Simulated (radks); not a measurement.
The numbers below are computed, except where a source is named.
Problem. Successive ionisation energies (eV) of one element, from differences of total energies of ions in their ground configurations, starting at charge 44: 3598.6, 3719.4, 3814.3, 3907.9, 4212.0, 4314.0, 9918.2, 10174.8, 10427.6, 10770.7, 11036.7, 11298.4, 12107.7, 12365.2, 50473, 51571. Level of theory: scalar-relativistic Kohn-Sham, PBE, spin-polarised, spherical densities, finite nucleus; open shells are filled with parallel spins first (spin-orbit coupling, left out, can overturn this in heavy ions); Fermi nuclear charge, rms radius 4.9123 fm (a radial shooting solver on a logarithmic mesh with Libxc functionals). Which element is it?

Solution. Neodymium (Z = 60). The first species listed is Nd44+ in [Ne] 3s2 3p4, the last Nd59+ in 1s1.
